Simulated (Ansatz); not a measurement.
A run for Ansatz (an electronic-structure program): R-wB97M-V/def2-TZVPP on CH6GeS (SMILES C[S][GeH3]), a point of a torsion scan.

Ansatz 0.2 input:
```yaml
crystal:
  periodic: [false, false, false]
  atoms:
    - {symbol: C, position_ang: [1.49877488, -0.01340339, 0.15025798]}
    - {symbol: S, position_ang: [0.79853583, -0.23704747, -1.52449227]}
    - {symbol: Ge, position_ang: [-1.19636290, -0.97857083, -0.97838175]}
    - {symbol: H, position_ang: [1.83150669, -0.97137445, 0.53868262]}
    - {symbol: H, position_ang: [2.34955585, 0.65070968, 0.03992542]}
    - {symbol: H, position_ang: [0.76330937, 0.43613468, 0.81149359]}
    - {symbol: H, position_ang: [-1.11259960, -2.27115580, -0.21217302]}
    - {symbol: H, position_ang: [-1.98098467, -1.18724781, -2.23079663]}
    - {symbol: H, position_ang: [-1.89182814, 0.01868054, -0.09125617]}
basis:
  gaussian:
    orbitals: def2-TZVPP
hamiltonian:
  xc: {name: wB97M-V}
scf: {lower_state_search: off}
```

It printed:

```
WARN ansatz: RAYON_NUM_THREADS=1 ignored (pool sized by the plan → 1); use --threads N
Functional definition: wB97M-V
these checks for a lower state are left out or cut short: stability, starts, cluster_reference, orbital_swaps, neighbouring_geometries, increment
integrals: 0.18 GiB planned
1211 factors; their error is unknown
integrals: 0.21 GiB planned
271 factors; integrals over basis functions are off by at most 7.6e-6 eV
mean field: 1.39 GiB planned
mean field evaluation 1: about -68482.7349 eV, gradient 3.2e1 eV
mean field evaluation 2: about -68483.4657 eV, gradient 2.7e1 eV
mean field evaluation 4: about -68484.6433 eV, gradient 1.0e0 eV
mean field evaluation 8: about -68484.8061 eV, gradient 3.8e-2 eV
mean field evaluation 16: about -68484.8061 eV, gradient 1.0e-5 eV
mean field -68484.80611382 eV, -2516.7702040140 hartree, gradient 3.8e-6 eV, S^2 0.000000; 0 other end points of the search recorded, 0 dependent functions left out
reference -68484.80616004 eV, -2516.7702057126 hartree; 30, 30 occupied and 175, 175 virtual orbitals, 1211 factors
Total energy: -68484.80616004 eV, -2516.7702057126 hartree
Checks for a lower state left out: stability, starts, cluster_reference, orbital_swaps, neighbouring_geometries, increment
```

Self-consistency was reached.

Cost: around 12 core-seconds (rough).
